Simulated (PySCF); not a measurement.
C3H11BOSi (SMILES C[SiH2]OB(C)C), singlet, geometry from GFN2-xTB; DF-PBE/pcseg-2 run with PySCF.

PySCF was given this input:
```python
from pyscf import gto, scf, dft

mol = gto.Mole()
mol.atom = '''
    Si    1.25838149    0.66101833    0.66657950
    C     2.68106956   -0.31066938   -0.12627620
    O    -0.10915732   -0.09339703    0.26801963
    B    -1.31377898   -0.24903650   -0.26157561
    C    -2.06450699   -1.64303107   -0.08311242
    C    -2.00730606    0.93628025   -1.07084896
    H     1.28071534    0.60249270    2.13034886
    H     1.27556565    2.05496831    0.19921799
    H     2.63212154   -0.28704488   -1.21212279
    H     2.66850957   -1.35414546    0.17779959
    H     3.63977808    0.10540996    0.16768989
    H    -2.57908175   -1.95026863   -0.99004780
    H    -2.82546079   -1.55528625    0.69081139
    H    -1.39207191   -2.44259540    0.21619849
    H    -1.89108851    0.76983387   -2.14075355
    H    -1.56396450    1.90289339   -0.84511701
    H    -3.07574911    0.99636569   -0.88099168
'''
mol.basis = 'pcseg-2'
mol.verbose = 4
mol.max_memory = 1800
mol.build()

mf = dft.RKS(mol)
mf.xc = 'pbe'
mf = mf.density_fit(auxbasis='def2-universal-jkfit')
mf.kernel()
```

What the program printed (banner, timings and long lists left out):

```
PySCF version 2.14.0

[INPUT] verbose = 4
[INPUT] num. atoms = 17
[INPUT] num. electrons = 56
[INPUT] charge = 0
[INPUT] spin (= nelec alpha-beta = 2S) = 0
[INPUT] symmetry False subgroup None
[INPUT] Mole.unit = angstrom
[INPUT] Symbol           X                Y                Z      unit          X                Y                Z       unit  Magmom
[INPUT]  1 Si     1.258381490000   0.661018330000   0.666579500000 AA    2.377996376322   1.249143607017   1.259652695250 Bohr   0.0
[INPUT]  2 C      2.681069560000  -0.310669380000  -0.126276200000 AA    5.066487189308  -0.587080043488  -0.238627434051 Bohr   0.0
[INPUT]  3 O     -0.109157320000  -0.093397030000   0.268019630000 AA   -0.206277439292  -0.176494807548   0.506483696707 Bohr   0.0
[INPUT]  4 B     -1.313778980000  -0.249036500000  -0.261575610000 AA   -2.482682460410  -0.470610780020  -0.494306263766 Bohr   0.0
[INPUT]  5 C     -2.064506990000  -1.643031070000  -0.083112420000 AA   -3.901352793350  -3.104878736451  -0.157059711350 Bohr   0.0
[INPUT]  6 C     -2.007306060000   0.936280250000  -1.070848960000 AA   -3.793258701580   1.769313248339  -2.023611255175 Bohr   0.0
[INPUT]  7 H      1.280715340000   0.602492700000   2.130348860000 AA    2.420201236129   1.138546195050   4.025775895179 Bohr   0.0
[INPUT]  8 H      1.275565650000   2.054968310000   0.199217990000 AA    2.410469732403   3.883327300560   0.376467440186 Bohr   0.0
[INPUT]  9 H      2.632121540000  -0.287044880000  -1.212122790000 AA    4.973988837168  -0.542436208659  -2.290580102444 Bohr   0.0
[INPUT] 10 H      2.668509570000  -1.354145460000   0.177799590000 AA    5.042752248081  -2.558964052223   0.335992530160 Bohr   0.0
[INPUT] 11 H      3.639778080000   0.105409960000   0.167689890000 AA    6.878183725395   0.199195955201   0.316887965958 Bohr   0.0
[INPUT] 12 H     -2.579081750000  -1.950268630000  -0.990047800000 AA   -4.873758160364  -3.685473580031  -1.870919192228 Bohr   0.0
[INPUT] 13 H     -2.825460790000  -1.555286250000   0.690811390000 AA   -5.339347068797  -2.939065057802   1.305444330830 Bohr   0.0
[INPUT] 14 H     -1.392071910000  -2.442595400000   0.216198490000 AA   -2.630634655600  -4.615836339122   0.408555934645 Bohr   0.0
[INPUT] 15 H     -1.891088510000   0.769833870000  -2.140753550000 AA   -3.573639361212   1.454775175714  -4.045437909690 Bohr   0.0
[INPUT] 16 H     -1.563964500000   1.902893390000  -0.845117010000 AA   -2.955464573542   3.595947351345  -1.597039692111 Bohr   0.0
[INPUT] 17 H     -3.075749110000   0.996365690000  -0.880991680000 AA   -5.812323445775   1.882858274013  -1.664832993220 Bohr   0.0

nuclear repulsion = 287.743947884169
number of shells = 57
number of NR pGTOs = 482
number of NR cGTOs = 338
basis = pcseg-2
ecp = {}

******** <class 'pyscf.df.df_jk.DFRKS'> ********
method = DFRKS
initial guess = minao
damping factor = 0
level_shift factor = 0
DIIS = <class 'pyscf.scf.diis.CDIIS'>
diis_start_cycle = 1
diis_space = 8
diis_damp = 0
SCF conv_tol = 1e-09
SCF conv_tol_grad = None
SCF max_cycles = 50
direct_scf = False
XC library pyscf.dft.libxc version 7.1.2
    S. Lehtola, C. Steigemann, M. J. T. Oliveira, and M. A. L. Marques,  SoftwareX 7, 1–5 (2018)
XC functionals = pbe
    J. P. Perdew, K. Burke, and M. Ernzerhof,  Phys. Rev. Lett. 77, 3865 (1996)
    J. P. Perdew, K. Burke, and M. Ernzerhof,  Phys. Rev. Lett. 78, 1396 (1997)
    J. P. Perdew, K. Burke, and M. Ernzerhof,  Phys. Rev. Lett. 77, 3865 (1996)
    J. P. Perdew, K. Burke, and M. Ernzerhof,  Phys. Rev. Lett. 78, 1396 (1997)
radial grids:
    Treutler-Ahlrichs [JCP 102, 346 (1995); DOI:10.1063/1.469408] (M4) radial grids

becke partition: Becke, JCP 88, 2547 (1988); DOI:10.1063/1.454033
pruning grids: <function nwchem_prune>
grids dens level: 3
symmetrized grids: False
atomic radii adjust function: <function treutler_atomic_radii_adjust>
small_rho_cutoff = 0
Set gradient conv threshold to 3.16228e-05
Initial guess from minao.
tot grids = 197552
init E= -510.352802983177
  HOMO = -0.341680136365245  LUMO = -0.0973306395348885  gap/eV = 6.64909
cycle= 1 E= -510.024427094433  delta_E= 0.328  |g|= 1.07  |ddm|= 2.93
  HOMO = -0.0655007333043596  LUMO = 0.0178626825594924  gap/eV = 2.26843
cycle= 2 E= -509.276194336275  delta_E= 0.748  |g|= 2.11  |ddm|= 3.16
  HOMO = -0.234157571141454  LUMO = -0.0301034253316317  gap/eV = 5.55260
cycle= 3 E= -510.233579324999  delta_E= -0.957  |g|= 0.387  |ddm|= 2.79
  HOMO = -0.236201652044517  LUMO = -0.0250798716201291  gap/eV = 5.74492
cycle= 4 E= -510.263695361753  delta_E= -0.0301  |g|= 0.0988  |ddm|= 0.302
  HOMO = -0.228534607633677  LUMO = -0.0183098494536638  gap/eV = 5.72051
cycle= 5 E= -510.26595811484  delta_E= -0.00226  |g|= 0.0228  |ddm|= 0.0943
  HOMO = -0.229852213403515  LUMO = -0.0206004707669151  gap/eV = 5.69403
cycle= 6 E= -510.266112197242  delta_E= -0.000154  |g|= 0.00751  |ddm|= 0.032
  HOMO = -0.229844948541466  LUMO = -0.0202469706789382  gap/eV = 5.70345
cycle= 7 E= -510.266125223242  delta_E= -1.3e-05  |g|= 0.00179  |ddm|= 0.0066
  HOMO = -0.229808687447878  LUMO = -0.0202277331521269  gap/eV = 5.70299
cycle= 8 E= -510.266125904499  delta_E= -6.81e-07  |g|= 0.000531  |ddm|= 0.00162
  HOMO = -0.229881561077075  LUMO = -0.0202929748026621  gap/eV = 5.70320
cycle= 9 E= -510.266125981  delta_E= -7.65e-08  |g|= 0.000138  |ddm|= 0.000634
  HOMO = -0.229876289543  LUMO = -0.0202840967716317  gap/eV = 5.70329
cycle= 10 E= -510.266125986153  delta_E= -5.15e-09  |g|= 2.97e-05  |ddm|= 0.000165
  HOMO = -0.229877077853295  LUMO = -0.0202852270418837  gap/eV = 5.70328
cycle= 11 E= -510.266125986382  delta_E= -2.29e-10  |g|= 8.7e-06  |ddm|= 4e-05
  HOMO = -0.22987727909436  LUMO = -0.0202853183488015  gap/eV = 5.70329
Extra cycle  E= -510.266125986369  delta_E= 1.32e-11  |g|= 1.11e-05  |ddm|= 2.14e-05
converged SCF energy = -510.266125986369
```
